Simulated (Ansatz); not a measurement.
## Two structures, one formula

The two ends of one reaction step of CH₉AsGe, closed shell (PBE0-D4/def2-TZVP).

A:

Ge1  (-1.439, -1.540, -0.244)
C2  (0.826, 2.053, 0.665)
H3  (-2.468, -1.616, -1.383)
H4  (-1.785, -2.604, 0.811)
H5  (-1.498, -0.147, 0.402)
H6  (1.235, 1.194, 0.133)
As7  (0.743, -2.071, -1.161)
H8  (1.594, 2.819, 0.767)
H9  (0.489, 1.741, 1.653)
H10  (-0.018, 2.457, 0.106)
H11  (1.460, -1.574, 0.087)
H12  (0.862, -0.711, -1.836)
(Å)

B:

Ge1  (-1.552, 0.122, 0.381)
C2  (-0.065, 1.322, 0.777)
H3  (-1.663, -0.122, -1.135)
H4  (-1.349, -1.237, 1.078)
H5  (-2.878, 0.728, 0.875)
H6  (0.980, -2.074, -0.352)
As7  (1.942, -1.830, -1.504)
H8  (0.873, 0.886, 0.431)
H9  (0.005, 1.496, 1.852)
H10  (-0.211, 2.281, 0.278)
H11  (2.807, -0.906, -0.658)
H12  (1.111, -0.666, -2.022)
(Å)

Program: Ansatz 0.2.0. Basis: def2-TZVPP. Cores are frozen in the correlated methods. Filled d shells of the heavier atoms are correlated. The def2 sets are not built for correlating such inner shells, so the correlated values are less sure here. B3LYP uses VWN-RPA correlation.

**Question.** Which structure is lower at CCSD(T), and by how much? (An estimate is asked for; the value comes from the calculation.)

**Answer.** By the calculation: A, by 12.42 kcal/mol (electronic energy, against the other). By their contacts, A is a complex of GeAsH₅ ([GeH3][AsH2]) + CH₄ and B is a complex of CH₆Ge ([CH3][GeH3]) + AsH₃.

All methods give the same order:

```csv
method,E(B) − E(A) (kcal/mol)
SPW92,12.91
PBE-D4,14.34
BLYP-D4,14.12
r2SCAN-D4,14.08
B97M-V,12.45
PBE0-D4,14.14
B3LYP-D4,14.01
r2SCAN0-D4,14.10
BHLYP-D4,13.96
CAM-B3LYP-D4,12.82
wB97X-V,12.62
wB97M-V,12.93
B2PLYP,13.71
PBE-QIDH,13.61
RPA on PBE,11.57
HF,13.28
MP2,13.03
CCSD,12.35
CCSD(T),12.42
```

The T1 diagnostic stays at or below 0.011.

Labels in which every atom is bracketed show which atoms are joined, not bond orders.

For scale, one of the runs: CCSD(T)/def2-TZVPP, 253 basis functions, launched by `ansatz run in.yaml --threads 8 --pin off --events-out ev --progress --plain --max-ram 19148MiB`. Hardware: 8 CPU threads of an Intel Xeon Platinum 8259CL, shared host. Wall time 84 s; peak host memory 5.6 GiB.
